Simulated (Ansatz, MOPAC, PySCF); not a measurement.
Isomers of H10Si4: 1 is [SiH3][SiH]([SiH3])[SiH3], 2 is [SiH3][SiH2][SiH2][SiH3]; one conformer of each (the lowest of an xTB search), B3LYP-D3(BJ)/def2-TZVP minima.
Isomer 1 (charge 0, multiplicity 1):
| atom | x (Å) | y (Å) | z (Å) |
|---|---|---|---|
| Si | -1.2072 | 1.8363 | 0.2808 |
| Si | 0.0478 | 0.0954 | -0.6607 |
| Si | 2.1978 | 0.0750 | 0.2714 |
| Si | -1.0122 | -1.9545 | -0.2530 |
| H | -0.5564 | 3.1471 | 0.0387 |
| H | -1.3134 | 1.6249 | 1.7451 |
| H | -2.5751 | 1.8704 | -0.2920 |
| H | 0.1545 | 0.3080 | -2.1298 |
| H | 2.0926 | -0.1388 | 1.7355 |
| H | 2.8899 | 1.3647 | 0.0307 |
| H | 3.0141 | -1.0194 | -0.3084 |
| H | -1.1192 | -2.1660 | 1.2113 |
| H | -2.3774 | -1.9673 | -0.8330 |
| H | -0.2360 | -3.0756 | -0.8366 |
Isomer 2 (charge 0, multiplicity 1):
```xyz
14

Si     2.822    -0.935    -0.054
Si     0.488    -1.041     0.128
Si    -0.487     1.043    -0.321
Si    -2.823     0.933    -0.161
H      3.196    -0.518    -1.428
H      3.451    -2.248     0.232
H      3.352     0.066     0.904
H      0.108    -1.470     1.499
H     -0.046    -2.045    -0.828
H      0.038     2.045     0.643
H     -0.096     1.478    -1.688
H     -3.451     2.245    -0.453
H     -3.341    -0.068    -1.124
H     -3.209     0.515     1.209
```

No zero-point or thermal terms.

Rows in 3-21G carry no dispersion term and start afresh at each structure. The state reached by AM1 isn't checked.

Programs: Ansatz (a quantum-chemistry and plane-wave program) with Gaussian orbitals; MOPAC for AM1 (differences of heats of formation); PySCF for 3-21G rows, the dispersion terms. 

Q: One of these levels gives 0.160 eV for the electronic energy of isomer 2 less that of isomer 1. Which one is it?
A. AM1
B. BLYP/def2-TZVPP
C. HF/3-21G
D. BLYP-D3(BJ)/def2-TZVPP

A: A, AM1. The others give 0.103 (HF/3-21G), 0.019 (BLYP/def2-TZVPP), 0.059 (BLYP-D3(BJ)/def2-TZVPP)
